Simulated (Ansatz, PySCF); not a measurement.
Process, species as SMILES: C#C[CH-]O → C#CC[O-]
Geometries: B3LYP-D3(BJ)/def2-TZVP minima from Ansatz (a program for electronic structure), one conformer each, not searched for the lowest.

Property: isomerisation energy (0 K, with B3LYP-D3(BJ) harmonic zero-point energies from PySCF), in kJ/mol. Cores are frozen in the correlated levels unless marked. No spin-orbit coupling. Non-relativistic. Anions need diffuse functions: aug- sets have them; def2-D sets add few; the other sets have none. CBS(X,Y): correlation extrapolated as X^-3; Hartree-Fock from the larger set. The bracket is a focal-point correction in the basis named.

RI-MP2/CBS(aug-cc-pVTZ,aug-cc-pVQZ)+[CCSD(T)-MP2]/aug-cc-pVTZ (Ansatz) gives -39.5 kJ/mol.

Problem. Another calculation gave -37.3 kJ/mol. Which level was it?
(A) SVWN5/def2-TZVPD (Ansatz)
(B) HF/def2-TZVPD (PySCF)
(C) TPSSh/def2-TZVPD (PySCF)

Solution. C, TPSSh/def2-TZVPD (PySCF). The others give -22.8 (SVWN5), -50.3 (HF) kJ/mol.
